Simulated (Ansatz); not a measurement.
`CN[SiH](N)O` + H–F → `N[SiH](O)F` + CH₃NH₂  (ligand exchange at the Si–N bond)

Gas-phase electronic energies from Ansatz, PBE0-D4/def2-TZVP geometries. CBS: MP2 limit from def2 TZ/QZ plus the TZ coupled-cluster correction, frozen cores. This one scheme is used for every species. DFT in def2-TZVPP. Each species was taken in one conformer, which may not be the lowest.

`CN[SiH](N)O`:

Cartesian coordinates in Å:
```
C -0.071 -1.246 -1.460
N 0.021 0.125 -1.018
Si -0.272 0.708 0.550
N 0.478 -0.345 1.661
O 0.272 2.263 0.437
H -0.991 -1.455 -2.020
H -0.056 -1.907 -0.592
H 0.778 -1.521 -2.095
H 0.062 0.805 -1.759
H -1.684 0.763 1.034
H 0.099 -0.489 2.581
H 1.454 -0.582 1.607
H -0.089 2.881 1.073
```

H–F:

Z-matrix (Å, degrees):
```
F
H 1 0.920
```

`N[SiH](O)F`:

Cartesian coordinates in Å:
```
N 1.112 0.281 0.303
Si -0.442 -0.379 0.109
O -1.402 0.643 -0.719
F -0.194 -1.751 -0.668
H 1.913 -0.318 0.411
H 1.253 1.177 0.740
H -1.212 -0.708 1.322
H -1.028 1.055 -1.500
```

CH₃NH₂:

Z-matrix (Å, degrees):
```
C
N 1 1.453
H 1 1.092 2 109.4
H 1 1.100 2 115.4 3 -121.6
H 1 1.092 2 109.4 3 116.8
H 2 1.012 1 110.6 3 62.6
H 2 1.012 1 110.6 3 -179.3
```

```csv
level,ΔE (kJ/mol),difference from CCSD(T)/CBS
PBE-D4,-85.6,3.4
r2SCAN-D4,-95.2,-6.2
ωB97X-V,-93.6,-4.6
ωB97M-V,-92.4,-3.4
B2PLYP,-98.2,-9.2
r2SCAN,-97.3,-8.3
PBE0,-92.4,-3.4
HF/def2-TZVPP,-112.2,-23.2
SCS-MP2/def2-TZVPP,-93.0,-4.0
CCSD/def2-TZVPP,-93.3,-4.3
HF/def2-QZVPP,-113.5,-24.5
MP2/def2-QZVPP,-86.8,2.2
SCS-MP2/def2-QZVPP,-92.7,-3.7
HF/CBS(def2),-113.7,-24.7
MP2/CBS(def2),-85.8,3.2
CCSD/CBS(def2),-92.0,-3.0
CCSD(T)/CBS,-89.0,0
```

Largest T1 diagnostic among the species: 0.011.

The D4 term adds +10.9 kJ/mol with B3LYP and +6.2 kJ/mol with PBE0; it sums over pairs of atoms, weighted by their polarisabilities, and B3LYP, whose exchange is more repulsive, gets the larger term. In def2-TZVPP, CCSD(T) changes the Hartree–Fock value by +21.8 kJ/mol (the triples alone add +3.0 kJ/mol) and MP2 by +25.1 kJ/mol.

B3LYP here is the variant with VWN-RPA as its local correlation; programs differ in this.
